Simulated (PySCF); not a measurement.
## Germanium: a sound run and one with changed settings

Sound run: Ge [Ar] 3d10 4s2 4p2, Ge+ [Ar] 3d10 4s2 4p1. Computed with PySCF 2.14 in def2-TZVP (6s5p4d1f, 48 functions), with no relativity, point nucleus. In the sound run the correlated levels freeze [Ar] 3d10. The sound run starts from symmetry-adapted Hartree-Fock orbitals and uses a fine grid where one is needed.

Changed run: a valence shell is frozen. This setting is unsound on purpose.

```
species   method  sound run (hartree)  changed run (hartree)  converged
     Ge      MP2          -2075.37094            -2075.32579        yes
     Ge  CCSD(T)          -2075.38759            -2075.32784        yes
```

Ionisation energy of Ge:

| method | sound run (eV) | changed run (eV) |
| --- | --- | --- |
| UHF | 7.439 | 7.439 |
| MP2 | 7.781 | 7.570 |
| SCS-MP2 | 7.708 | 7.483 |
| CCSD | 7.808 | 7.625 |
| CCSD(T) | 7.835 | 7.625 |
| CCSDT | n/a | 7.625 |
| FCI | n/a | 7.625 |

Freezing a valence shell removes pair correlation that changes on ionisation.

For comparison, NIST gives 7.899 eV between the lowest levels.
